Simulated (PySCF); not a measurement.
H2PbS2, SMILES [SH][Pb][SH] (connectivity only; charge and spin as stated), neutral, multiplicity 1.

Geometry: PBE-D3(BJ)/def2-SVP. The def2 effective core potentials stand for the cores of Pb; spin–orbit coupling is left out. One conformer was computed; it need not be the lowest.

The numbers are results of TDA-M06-2X/def2-SVPD in PySCF 2.14.0, not measurements.

Vertical excitations. The molecule is in vacuum. State labels are in the subgroup Cs.

Task: Give excitation energies, oscillator strengths and character. (The exact figures need the calculation; the answer reports its results.)

Result: 
```csv
state,symmetry,energy (eV),λ (nm),f,main pairs
S1,A",3.69,336,0.013,HOMO−1→LUMO 99 %
S2,A',3.96,313,0.032,HOMO→LUMO 91 %
S3,A",4.43,280,0.000,HOMO−3→LUMO 98 %
S4,A',4.53,274,0.004,HOMO−2→LUMO 84 %
S5,A",5.03,247,0.006,HOMO→LUMO+1 85 %
S6,A",5.18,239,0.019,HOMO→LUMO+2 80 %
S7,A",5.59,222,0.001,HOMO−2→LUMO+1 75 %
S8,A',5.64,220,0.164,"HOMO−1→LUMO+1 54 %, HOMO−3→LUMO+1 20 %, HOMO−1→LUMO+2 19 %"
S9,A",5.75,216,0.006,"HOMO−2→LUMO+2 48 %, HOMO→LUMO+3 21 %, HOMO→LUMO+2 8 %"
S10,A',5.79,214,0.152,"HOMO−1→LUMO+2 58 %, HOMO−3→LUMO+2 19 %, HOMO−1→LUMO+1 13 %"
T1,A",2.97,418,0,HOMO−1→LUMO 96 %
T2,A',3.33,372,0,HOMO→LUMO 98 %
T3,A',3.85,322,0,HOMO−2→LUMO 96 %
T4,A",4.16,298,0,HOMO−3→LUMO 97 %
```
Triplets are in the Tamm–Dancoff approximation.
